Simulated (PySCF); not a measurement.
# Ionisation energy of Xe²³⁺ by level of theory

Xe²³⁺ [Ar] 3d10 4s2 4p1 [4p1/2^1, M_J = 1/2] → Xe²⁴⁺ [Ar] 3d10 4s2, as a difference of total energies. Calculation: PySCF 2.14, in an even-tempered Gaussian basis (17 s from 1.7 bohr⁻², ratio 2.8; 13 p from 2.2 bohr⁻², ratio 2.8; 8 d from 3.8 bohr⁻², ratio 2.8; 4 f from 10 bohr⁻², ratio 3); the two-component X2C-1e Hamiltonian. Correlated levels: [Ne] frozen; the 74 highest virtual spinors dropped. "Screened" scales the spin-orbit matrix elements by Boettger's factors to mimic the two-electron term; Breit and QED terms are absent.

| method | ionisation energy (eV) |
| --- | --- |
| GHF (spin-free) | 721.54 |
| GMP2 (spin-free) | 722.28 |
| GHF (screened spin-orbit) | 733.82 |
| GMP2 (screened spin-orbit) | 734.59 |

How much does correlation contribute at GMP2 (screened spin-orbit)?

734.59 − (733.82) = 0.77 eV, measured against GHF (screened spin-orbit).

Breit and QED terms and the two-electron picture change are absent.

The spin-free rows lack the spin-orbit shift.

For comparison: 736 ± 4 eV (theoretical estimate listed by NIST; NIST Atomic Spectra Database, ionization energies).
